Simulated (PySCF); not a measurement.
2-methylideneimidazole (C₄H₄N₂), SMILES C=C1N=CC=N1. Atoms are numbered in the order given.

```xyz
10

C      0.0000     0.0000     2.0333
C      0.0000     0.0000     0.6873
N      0.0000    -1.1765    -0.0949
C      0.0000    -0.7394    -1.3149
C      0.0000     0.7394    -1.3149
N      0.0000     1.1765    -0.0949
H      0.0000     0.9456     2.5773
H      0.0000    -0.9456     2.5773
H      0.0000    -1.4014    -2.1854
H      0.0000     1.4014    -2.1854
```

Coordinates come from a B3LYP-D3(BJ)/def2-SVP optimisation.

Two levels are set side by side: PBE/pcSseg-1 (PySCF) and PBE0/pcSseg-1 (PySCF). GIAO shifts against NH3 (¹⁵N), TMS (¹H), TMS (¹³C) at the same level; non-relativistic, no solvent, atoms listed together averaged. Differences are taken from unrounded values.

| quantity | PBE0 | PBE | PBE minus PBE0 |
|---|---|---|---|
| δ(¹³C) of C1 (ppm) | 143.8 | 142.6 | -1.2 |
| δ(¹³C) of C2 (ppm) | 181.0 | 180.9 | -0.1 |
| δ(¹⁵N) of N3, N6 (ppm) | 395.2 | 391.0 | -4.2 |
| δ(¹³C) of C4, C5 (ppm) | 167.4 | 164.8 | -2.6 |
| δ(¹H) of H7, H8 (ppm) | 7.12 | 7.02 | -0.09 |
| δ(¹H) of H9, H10 (ppm) | 8.43 | 8.29 | -0.14 |

Here PBE gives about what the other level gives.

Rough cost on one machine, each run with all the roots and properties that it gave: PBE0 against PBE within a factor of 2.
